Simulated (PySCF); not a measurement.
Geometry (Å), atoms numbered from 1 in this order:
```xyz
27

C    -0.8076   -0.3464   -2.0324
C    -0.9791    0.0719   -0.7712
C    -1.8563   -0.5866    0.2510
P    -0.0854    1.5396   -0.2396
C    -1.1768    2.8736    0.2576
Si   -0.3056    4.5273    0.7034
C     1.0662    1.1382    1.1020
C     1.9715   -0.0612    0.8202
C     2.8950    0.1184   -0.3736
H    -0.1576    0.1679   -2.7460
H    -1.3281   -1.2379   -2.3967
H    -1.2799   -0.9244    1.1273
H    -2.3518   -1.4654   -0.1835
H    -2.6417    0.0955    0.6142
H     0.6489    1.9912   -1.3554
H    -1.7714    2.5280    1.1202
H    -1.8771    3.0491   -0.5767
H     0.6738    4.8180   -0.3827
H     0.4069    4.3402    1.9972
H    -1.3596    5.5685    0.7949
H     0.4408    0.9769    1.9968
H     1.6546    2.0528    1.2929
H     2.5666   -0.2294    1.7314
H     1.3553   -0.9669    0.6939
H     2.3452    0.1638   -1.3278
H     3.5906   -0.7285   -0.4537
H     3.5004    1.0342   -0.2849
```

Total charge +1.

Geometry: PBE0-D3(BJ)/def2-SVP; GIAO absolute shieldings from PySCF, gas phase, non-relativistic, averaged over equivalent atoms.

At PBE0/pcSseg-1 (257 basis functions, 78 s wall time on 1 thread of an Arm Neoverse V2, shared host):
| atoms | σ (ppm) |
| --- | --- |
| C1 | 33.4 |
| C2 | 52.3 |
| C7 | 161.1 |
| C3 | 166.1 |
| C8 | 166.9 |
| C9 | 170.8 |
| C5 | 185.0 |
| P4 | 311.4 |
| Si6 | 419.2 |
| H11 | 24.46 |
| H10 | 24.71 |
| H15 | 25.40 |
| H18/H19/H20 | 26.95 |
| H12/H13/H14 | 29.09 |
| H23 | 29.14 |
| H21 | 29.21 |
| H22 | 29.29 |
| H16 | 29.77 |
| H24 | 29.88 |
| H17 | 29.97 |
| H25/H26/H27 | 30.17 |

Problem. What do these become at CAM-B3LYP/pcSseg-1?

Solution. 
| atoms | σ at CAM-B3LYP/pcSseg-1 | change |
| --- | --- | --- |
| C1 | 28.9 | -4.5 |
| C2 | 47.6 | -4.7 |
| C7 | 159.4 | -1.7 |
| C3 | 165.0 | -1.1 |
| C8 | 165.4 | -1.5 |
| C9 | 169.1 | -1.7 |
| C5 | 183.1 | -1.9 |
| P4 | 297.3 | -14.1 |
| Si6 | 412.7 | -6.5 |
| H11 | 24.56 | +0.10 |
| H10 | 24.83 | +0.12 |
| H15 | 25.59 | +0.19 |
| H18/H19/H20 | 27.09 | +0.14 |
| H12/H13/H14 | 29.18 | +0.09 |
| H23 | 29.22 | +0.08 |
| H21 | 29.35 | +0.14 |
| H22 | 29.41 | +0.12 |
| H16 | 29.91 | +0.14 |
| H24 | 29.96 | +0.08 |
| H17 | 30.13 | +0.16 |
| H25/H26/H27 | 30.21 | +0.04 |

The largest change is at P4 (phosphorus bonded to 3 C, H). Cost: 257 basis functions, 89 s wall time on 1 thread of an Arm Neoverse V2, shared host. The order of the carbon signals is the same at both levels.
